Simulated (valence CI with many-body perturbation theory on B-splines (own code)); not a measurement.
**Au56+: E2, M1 decay**

Level of theory: relativistic CI+MBPT: five valence electrons over a frozen Dirac-Fock core [Ar], a basis of 7 s, 7 p, 8 d, 6 f, 4 g, 1 h functions for each j, with the one-electron correlation potential Σ1 (screened to all orders), the two-electron term Σ2, the three-electron term Σ3, Breit, model QED; selected single and double excitations, second order for the rest (own B-spline code, finite nucleus).

The last digits are not significant, and no measured levels were compared; by estimate large intervals hold to a few tenths of a per cent, small ones and those within an open d or f shell to about a per cent. The list stops below the first excitations out of the core. Only levels of the ground parity were solved; by the run's estimate the other parity begins above the list, which can be wrong where configurations are misplaced.

Lines 51 to 86 of 86 in falling wavelength, among levels below 272.23 eV, chosen from the decays that carry over 1 % of a level's rate. Wavelengths and rates use the calculated energies. Electric multipoles are in the length gauge, E1 and E2 with the static RPA response of the core. S is in atomic units (e²a₀⁴ for E2 and M2, e²a₀⁶ for E3), for M1 in squared Bohr magnetons. Weak lines are less certain than strong ones. Lines between different terms over intervals too small for the method are left out, as are lines whose strength nearly cancels. The highest levels of a list are the least certain.

Levels are named by their leading jj configuration (3d3/2^4 stands for four electrons in 3d with j = 3/2), which in mixed levels can hold well under half, so a name can repeat and another be missing. Letters in brackets count levels of one name in rising energy.

```csv
λ vac (nm),Upper,Lower,Type,A (s⁻¹),S (a.u.)
12.25,(3d3/2^2 3d5/2^3) J=3/2 [b],(3d3/2^3 3d5/2^2) J=5/2 [b],M1,2.59e+06,7.06e-01
12.13,(3d3/2^2 3d5/2^3) J=5/2 [b],(3d3/2^3 3d5/2^2) J=7/2 [a],M1,3.47e+06,1.38e+00
12.05,(3d3/2^2 3d5/2^3) J=7/2 [b],(3d3/2^3 3d5/2^2) J=9/2,M1,2.02e+06,1.05e+00
12.01,(3d3/2^3 3d5/2^2) J=9/2,(3d3/2^4 3d5/2) J=5/2,E2,7.96e+02,1.78e-04
11.98,(3d3/2^2 3d5/2^3) J=7/2 [c],(3d3/2^3 3d5/2^2) J=7/2 [b],M1,2.50e+06,1.28e+00
11.97,(3d3/2^2 3d5/2^3) J=1/2 [b],(3d3/2^3 3d5/2^2) J=1/2,M1,4.09e+06,5.20e-01
11.92,(3d3/2^2 3d5/2^3) J=7/2 [a],(3d3/2^3 3d5/2^2) J=5/2 [a],M1,2.67e+06,1.34e+00
11.62,(3d3/2^2 3d5/2^3) J=9/2 [b],(3d3/2^3 3d5/2^2) J=11/2,M1,2.25e+06,1.31e+00
11.52,(3d3/2^3 3d5/2^2) J=5/2 [b],(3d3/2^4 3d5/2) J=5/2,M1,8.87e+04,3.02e-02
11.52,(3d3/2^3 3d5/2^2) J=5/2 [b],(3d3/2^4 3d5/2) J=5/2,E2,4.00e+03,4.35e-04
11.50,(3d3/2^2 3d5/2^3) J=9/2 [b],(3d3/2^3 3d5/2^2) J=7/2 [a],M1,1.59e+06,8.99e-01
11.46,(3d3/2^2 3d5/2^3) J=7/2 [c],(3d3/2^3 3d5/2^2) J=5/2 [b],M1,1.12e+06,5.00e-01
11.24,(3d3/2^2 3d5/2^3) J=3/2 [c],(3d3/2^3 3d5/2^2) J=3/2 [b],M1,1.66e+06,3.50e-01
11.23,(3d3/2^2 3d5/2^3) J=7/2 [b],(3d3/2^3 3d5/2^2) J=7/2 [a],M1,1.65e+05,6.91e-02
11.19,(3d3/2^2 3d5/2^3) J=5/2 [c],(3d3/2^3 3d5/2^2) J=3/2 [a],M1,1.96e+06,6.09e-01
11.18,(3d3/2^2 3d5/2^3) J=3/2 [b],(3d3/2^3 3d5/2^2) J=3/2 [a],M1,1.18e+06,2.45e-01
11.05,(3d3/2^3 3d5/2^2) J=7/2 [b],(3d3/2^4 3d5/2) J=5/2,M1,2.95e+05,1.18e-01
11.04,(3d3/2^3 3d5/2^2) J=1/2,(3d3/2^4 3d5/2) J=5/2,E2,2.82e+03,8.24e-05
11.01,(3d3/2^2 3d5/2^3) J=7/2 [c],(3d3/2^3 3d5/2^2) J=9/2,M1,2.41e+06,9.56e-01
10.96,(3d3/2^2 3d5/2^3) J=5/2 [c],(3d3/2^3 3d5/2^2) J=7/2 [a],M1,3.68e+06,1.08e+00
10.95,(3d3/2^2 3d5/2^3) J=9/2 [c],(3d3/2^3 3d5/2^2) J=7/2 [b],M1,2.75e+06,1.34e+00
10.92,(3d3/2^2 3d5/2^3) J=3/2 [a],(3d3/2^3 3d5/2^2) J=5/2 [a],M1,4.79e+06,9.24e-01
10.80,(3d3/2^2 3d5/2^3) J=5/2 [d],(3d3/2^3 3d5/2^2) J=3/2 [b],M1,2.59e+06,7.25e-01
10.51,(3d3/2^2 3d5/2^3) J=1/2 [b],(3d3/2^3 3d5/2^2) J=3/2 [a],M1,4.62e+06,3.97e-01
9.882,(3d3/2^2 3d5/2^3) J=3/2 [b],(3d3/2^3 3d5/2^2) J=5/2 [a],M1,2.08e+05,2.97e-02
9.635,(3d3/2^2 3d5/2^3) J=9/2 [c],(3d3/2^3 3d5/2^2) J=11/2,M1,5.09e+05,1.69e-01
9.553,(3d3/2^2 3d5/2^3) J=9/2 [c],(3d3/2^3 3d5/2^2) J=7/2 [a],M1,1.31e+05,4.24e-02
9.539,(3d3/2^2 3d5/2^3) J=3/2 [c],(3d3/2^3 3d5/2^2) J=1/2,M1,1.11e+06,1.43e-01
9.390,(3d3/2^3 3d5/2^2) J=3/2 [b],(3d3/2^4 3d5/2) J=5/2,M1,5.92e+05,7.27e-02
9.362,(3d3/2^2 3d5/2^3) J=7/2 [c],(3d3/2^3 3d5/2^2) J=5/2 [a],M1,9.73e+04,2.37e-02
9.209,(3d3/2^2 3d5/2^3) J=5/2 [d],(3d3/2^3 3d5/2^2) J=7/2 [b],M1,6.31e+05,1.10e-01
9.204,(3d3/2^2 3d5/2^3) J=3/2 [c],(3d3/2^3 3d5/2^2) J=5/2 [b],M1,6.21e+05,7.18e-02
8.902,(3d3/2^2 3d5/2^3) J=5/2 [d],(3d3/2^3 3d5/2^2) J=5/2 [b],M1,6.08e+04,9.54e-03
8.325,(3d3/2^2 3d5/2^3) J=5/2 [d],(3d3/2^3 3d5/2^2) J=3/2 [a],M1,7.70e+05,9.87e-02
8.198,(3d3/2^2 3d5/2^3) J=5/2 [d],(3d3/2^3 3d5/2^2) J=7/2 [a],M1,8.13e+05,9.97e-02
7.581,(3d3/2^2 3d5/2^3) J=5/2 [d],(3d3/2^3 3d5/2^2) J=5/2 [a],M1,5.95e+05,5.77e-02
```
